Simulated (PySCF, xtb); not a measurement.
C2H10ClNSi2, SMILES CN[Si@@H](Cl)C[SiH3]. Other conformers were not sampled.

Harmonic wavenumbers (cm⁻¹) from GFN2-xTB run with xtb at its own minimum, in rising order: 37, 54, 82, 101, 107, 148, 186, 227, 304, 410, 465, 493, 528, 628, 683, 704, 711, 781, 792, 799, 811, 853, 1030, 1067, 1108, 1151, 1162, 1362, 1423, 1459, 1490, 1499, 2233, 2243, 2248, 2268, 2919, 2971, 2977, 2991, 3034, 3459.

Question: What does PBE0-D3(BJ)/def2-SVP (PySCF) give at its own minimum? (Estimate from the structure and the level; the computed values follow.)

Answer: 54, 67, 100, 127, 155, 188, 219, 276, 337, 476, 491, 530, 583, 685, 729, 767, 806, 837, 860, 932, 942, 956, 1008, 1074, 1100, 1141, 1180, 1373, 1405, 1449, 1466, 1496, 2224, 2231, 2236, 2263, 3020, 3078, 3102, 3140, 3143, 3621. Paired by order, the mean absolute difference is 51 cm⁻¹ and the zero-point energies are 71.5 and 74.1 kcal/mol.
